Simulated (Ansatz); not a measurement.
BCl, charge +1, doublet, geometry from GFN2-xTB (the spin is typed, not shown lowest). Base run: CCSD/cc-pVDZ (Ansatz, a program for electronic structure).

Here is a job for Ansatz.
Ansatz 0.2 input:
```yaml
crystal:
  periodic: [false, false, false]
  atoms:
    - {symbol: B, position_ang: [-0.00000000, -0.00000000, -1.16598762]}
    - {symbol: Cl, position_ang: [0.00000000, 0.00000000, 0.34293754]}
basis:
  gaussian:
    orbitals: cc-pVDZ
total_charge: 1
magnetization: {spin_polarized: true, initial_magnetization: 1}
correlation: {method: ccsd}
```

Variants of this job, named by their change:

```csv
change,ΔE vs base (kcal/mol),MP2 correlation (Eh),CC correlation without the perturbative part (Eh),basis functions
base,0.000,-0.17150,-0.18821,32
diis_vectors = 2,0.000,-0.17150,-0.18821,32
lower_state_search = off,0.000,-0.17150,-0.18821,32
"fitting = cc-pVTZ-JKFIT (mean field), cc-pVTZ-RIFIT (correlation)",0.045,-0.17149,-0.18820,32
electrons = all,-4.36,-0.17936,-0.19515,32
electrons = outside_noble_gas,0.000,-0.17150,-0.18821,32
method = mp2,?,-0.17150,-,32
method = ccsd_t,-4.21,-0.17150,-0.18821,32
accuracy = high,-0.001,-0.17150,-0.18821,32
diis_vectors = 4,0.000,-0.17150,-0.18821,32
```

What belongs in the gaps?


- method = mp2, ΔE vs base (kcal/mol): 10.48
